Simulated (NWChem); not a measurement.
System: silicon monosulfide (SiS, singlet); SMILES [Si]=S

Input file for NWChem:

```
start job
memory heap 200 mb stack 900 mb global 1100 mb
geometry units angstroms noautoz
  Si     0.000000     0.000000     1.036495
  S      0.000000     0.000000    -0.903154
end
basis spherical
  * library 3-21g
end
dft
  xc b3lyp
  iterations 150
  mulliken
end
task dft energy
```

Low-valent species are run as closed-shell singlets; no triplet was tried in these runs. Structure relaxed at the PBE0/def2-SVP level. B3LYP is NWChem's, with the RPA form of VWN correlation.

### Question
What results follow from this input? (B3LYP/3-21G.) Quantities: basis functions; energy (Ha); highest occupied level (eV); orbital gap (eV); dipole (D).

### Answer
The number of basis functions is 26. The energy (Ha) is -684.21 and the highest occupied level (eV) is -7.85. The orbital gap (eV) comes out as 5.19 and the dipole (D) is 1.99.
